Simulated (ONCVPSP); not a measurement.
## Potentials for scandium (Sc) compared

Generated with ld1.x 7.5 (TM, RRKJ, ultrasoft, PAW), atompaw 4.2 or ONCVPSP 4.0.1. The cutoff is in Ry: for ld1.x and atompaw files where the sum of valence levels is converged to 10 mRy in a Bessel basis, for ONCV files where the hardest occupied wave has 1 mHa per electron of residual kinetic energy. The error is the largest all-electron minus pseudo excitation energy over each file’s own four to seven test configurations (ionisations up to +4, promotions, holes and added fractions of an electron), all of which were solved. The labels leave out finer settings (local radius, basis sizes, second energies), which also bear on the numbers. Spin-polarised tests are not counted. The rows are a selection from randomly drawn settings: files with unsolved tests, undetermined cutoffs or missed reference levels are left out.

A true bound ghost makes a file unfit for plane-wave use even where its test errors are small: the radial tests pick states by their node count and pass the ghost by.

```tsv
potential	cutoff (Ry)	largest error (meV)	bound ghosts
ONCV, PBE, scalar-relativistic, rc 1.80/1.80/1.75 (spd), local smoothed, core correction yes, reference 3s2 3p6 3d1 4s1, qcut 7.7/8.6/10.7, projectors 2/1/3	68	+43	none
ONCV, PBE, scalar-relativistic, rc 1.90/1.90/2.40 (spd), local smoothed, core correction yes, reference 3s2 3p6 3d1 4s1.5 4p0.5, qcut 5.7/8.4/7.8, projectors 2/3/3	38	-3.5	none
ONCV, LDA (Perdew-Zunger), scalar-relativistic, rc 2.10/1.70/1.40 (spd), local smoothed, core correction no, reference 3s2 3p6 3d1 4s2, qcut 7.1/10/7.1, projectors 2/1/2	109	+37	none
ONCV, revPBE, non-relativistic, rc 3.10/1.45/2.85 (spd), local smoothed, core correction no, reference 3p6 3d1 4s1.5, qcut 1.8/10/6.3, projectors 2/1/2	53	+536	s
ONCV, PBEsol, fully relativistic, rc 2.60/2.95/1.40/2.25 (spdf), local smoothed, core correction yes, reference 3d1 4s1.5 4p0.5, qcut 2/3.1/8/5, projectors 2/3/1/2	66	+106	none
ONCV, Wu-Cohen, scalar-relativistic, rc 1.70/1.60/2.35 (spd), local smoothed, core correction yes, reference 3s2 3p6 3d1 4s1.5 4p0.5, qcut 8.2/8.5/7.5, projectors 2/2/2	40	-177	none
```

Task: Fill in the row for Sc: ONCV, PBE, fully relativistic, rc 1.85/1.10/2.15 (spd), local smoothed, core correction no, reference 3s2 3p6 3d1 4s1, qcut 6.5/7.8/7.2, projectors 2/2/3.

Result: cutoff 49 Ry, largest error +150 meV, bound ghosts: none.

Task: Fill in the row for Sc: ONCV, LDA (Perdew-Wang 92), scalar-relativistic, rc 1.90/1.95/2.45 (spd), local smoothed, core correction no, reference 3s2 3p6 3d1 4s1 4p1, qcut 5.6/6.4/7.5, projectors 3/2/2.

Result: cutoff 36 Ry, largest error +148 meV, bound ghosts: none.

Task: Fill in the row for Sc: ONCV, PBEsol, scalar-relativistic, rc 1.10/1.85/2.35 (spd), local smoothed, core correction yes, reference 3s2 3p6 3d1, qcut 5.4/9.3/6.7, projectors 1/2/2.

Result: cutoff 296 Ry, largest error +297 meV, bound ghosts: none.
